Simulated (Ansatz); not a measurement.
Consider the ligand exchange at the Al–N bond: `C=[N][AlH2]` + `C[NH][AlH2]` → `C[N]([AlH2])[AlH2]` + `C=N`.

Program: Ansatz. Geometries: PBE0-D4/def2-TZVP. ΔE: electronic, gas phase. CCSD(T)/CBS adds triple-zeta CCSD(T) − MP2 to the extrapolated MP2 energy (def2 sets, frozen cores). This one scheme is used for every species. DFT in def2-TZVPP.

```tsv
level	ΔE (kcal/mol)	difference from CCSD(T)/CBS
r2SCANh-D4	0.5	2.0
BHLYP-D4	0.3	1.8
B2PLYP	0.6	2.1
PBE	1.5	3.0
PBE0	0.7	2.2
r2SCAN0	0.4	1.9
BHLYP	1.7	3.2
LC-ωPBE	0.4	1.9
HF/def2-SVP	1.9	3.4
SCS-MP2/def2-TZVPP	-1.4	0.1
CCSD(T)/CBS	-1.5	0
```

Task: What do rigid-rotor, harmonic-oscillator terms from PBE0-D4/def2-TZVP frequencies (298.15 K, 1 bar) make of the CCSD(T)/CBS value? (Best estimate.)

Result: Computed: ΔZPE = 0.0 kcal/mol, ΔH = -1.2 kcal/mol, ΔS = 11 J/(mol·K), ΔG = -2.0 kcal/mol. Modes under 50 cm⁻¹ make the entropy rough.

Largest T1 diagnostic among the species: 0.015.

The D4 term adds −1.4 kcal/mol with B3LYP and −0.8 kcal/mol with PBE0; it sums over pairs of atoms, weighted by their polarisabilities, and B3LYP, whose exchange is more repulsive, gets the larger term. Leaving LDA and LC-ωPBE aside and taking each functional with its dispersion term where it has one, the values, not all of them listed here, spread over 2.1 kcal/mol, from PBE-QIDH to BLYP-D4. From PBE to PBE0 (25 % exact exchange), in def2-TZVPP and without D4, ΔE moves by −0.7 kcal/mol.

B3LYP here is the variant with VWN-RPA as its local correlation; programs differ in this.
